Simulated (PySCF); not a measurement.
Distances in Å between the heavy atoms of a computed structure (PBE0-D3(BJ)/def2-SVP; lower triangle, same order across):
```
F1    0.00
C2    1.32  0.00
F3    2.16  1.32  0.00
O4    2.23  1.43  2.23  0.00
C5    2.79  2.39  2.81  1.29  0.00
C6    4.12  3.69  4.12  2.35  1.41  0.00
C7    4.83  4.62  4.85  3.46  2.24  1.37  0.00
C8    4.38  4.40  4.42  3.63  2.36  2.37  1.48  0.00
C9    2.93  2.96  2.98  2.49  1.48  2.40  2.38  1.53  0.00
```

Hydrogens: 1 on C2, 1 on C6, 1 on C7, 2 on C8, 2 on C9.

Charge +1, singlet.

Task: Which heavy atoms are bonded, and with what formal order?

Result: F1–C2 (single); C2–F3 (single); C2–O4 (single); O4–C5 (single); C5–C6 (single); C6–C7 (double); C7–C8 (single); C8–C9 (single); C5–C9 (single). The orders are those of one drawing; other resonance forms can be drawn.

Task: Which species is it?

Result: `FC(F)O[C+]1C=CCC1`, [C6H7F2O]+. Among its features: C=C double bond and C–F bond.

Task: Which rings does it hold?

Result: C5–C6–C7–C8–C9 (5 members, 0.00 Å rms from planarity).

Task: Classify the heavy atoms.

Result: F1/F3: fluorine of a CF2 group; C2: CHF2 carbon; O4: oxygen bonded to 2 C; C5: carbon bonded to 2 C and O; C6: carbon bonded to 2 C and H; C7: carbon bonded to 2 C and H; C8: allylic carbon; C9: ring CH2 carbon.

Conformer computed: `[F:1][CH:2]([F:3])[O:4][C+:5]1[CH:6]=[CH:7][CH2:8][CH2:9]1`: F1–C2–O4–C5 58°, C2–O4–C5–C6 179°.
